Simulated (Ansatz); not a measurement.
In₅As₄H₁₆⁻, a cluster cut from zinc blende InAs (hydrogen-capped): single points at one geometry.

```yaml
crystal:
  periodic: [false, false, false]
  atoms:
    - {symbol: In, position_ang: [0.269083, -3.353706, -0.186135]}
    - {symbol: In, position_ang: [0.264967, -0.186133, -3.353642]}
    - {symbol: In, position_ang: [-2.903481, -0.002640, 0.000233]}
    - {symbol: In, position_ang: [0.263724, 0.184058, 3.355399]}
    - {symbol: In, position_ang: [0.261044, 3.353530, 0.186669]}
    - {symbol: As, position_ang: [-1.135922, -1.457754, -1.455917]}
    - {symbol: As, position_ang: [1.388604, -1.640078, 1.641770]}
    - {symbol: As, position_ang: [1.383224, 1.644730, -1.643085]}
    - {symbol: As, position_ang: [-1.138780, 1.454063, 1.457258]}
    - {symbol: H, position_ang: [1.595059, -3.958736, -1.162971]}
    - {symbol: H, position_ang: [-0.765949, -4.400084, 0.765292]}
    - {symbol: H, position_ang: [1.591604, -1.161043, -3.960337]}
    - {symbol: H, position_ang: [-0.773681, 0.762542, -4.399053]}
    - {symbol: H, position_ang: [-3.740969, -1.094622, 1.088420]}
    - {symbol: H, position_ang: [-3.740676, 1.086045, -1.091453]}
    - {symbol: H, position_ang: [-0.771149, -0.771366, 4.398042]}
    - {symbol: H, position_ang: [1.585685, 1.163659, 3.964353]}
    - {symbol: H, position_ang: [-0.776453, 4.397310, -0.764921]}
    - {symbol: H, position_ang: [1.585034, 3.961617, 1.164120]}
    - {symbol: H, position_ang: [-2.069571, -2.320962, -2.316648]}
    - {symbol: H, position_ang: [2.414665, -2.447539, 2.448007]}
    - {symbol: H, position_ang: [2.443829, -0.851411, 0.862755]}
    - {symbol: H, position_ang: [2.401728, 2.455835, -2.455282]}
    - {symbol: H, position_ang: [2.445238, 0.869729, -0.860460]}
    - {symbol: H, position_ang: [-2.076868, 2.312954, 2.317576]}
basis:
  gaussian: {orbitals: def2-TZVP, initial_orbitals: start.molden}
total_charge: -1
correlation: {method: mp2}
scf: {omitted_lower_state_checks: [starts]}
output: {orbitals: {seedname: orbitals}}
```

The file start.molden holds the orbitals of an earlier run on this structure, at another level or in another basis.

```sh
$ ansatz run in.yaml --threads 2 --pin off --events-out ev --progress --plain --max-ram 31744MiB --backend cuda --devices 0, --max-vram 18GiB
```

Shortened log:

```
Functional definition: HF
4525 factors; integrals over basis functions are off by at most 7.6e-4 eV
mean field evaluation 1: about -269180.4511 eV, gradient 5.0e1 eV
mean field evaluation 2: about -269183.4145 eV, gradient 3.1e0 eV
mean field evaluation 4: about -269183.6841 eV, gradient 6.6e-1 eV
mean field evaluation 8: about -269183.6857 eV, gradient 1.8e-5 eV
mean field -269183.68571097 eV, -9892.3179906228 hartree, gradient 1.5e-6 eV, S^2 0.000000; 0 other end points of the search recorded, 0 dependent functions left out
56 core orbitals not correlated: weight in the atoms' cores, before any rotation towards them, 1.000 or more for the frozen orbitals, at most 0.000 for the correlated occupied ones
reference -269183.68571097 eV, -9892.3179906228 hartree; 71, 71 occupied and 411, 411 virtual orbitals, 4525 factors
second order -70.28082484 eV of doubles, -0.00000000 eV of singles
Total energy: -269253.96653581 eV, -9894.9007632976 hartree
Checks for a lower state left out: starts
```

Hardware: 2 threads of AMD EPYC 7R13 on a shared host and a share (18 GiB) of an NVIDIA H100 80GB HBM3. Wall time 7.5 s, peak host memory 1.3 GiB.

Geometry: PBE-D4/def2-SVP.

In the def2 sets In takes a core potential; there is no spin–orbit coupling. Correlated methods freeze 56 core orbitals; core or outer-core shells of In, As are correlated, in sets that lack core-valence functions.
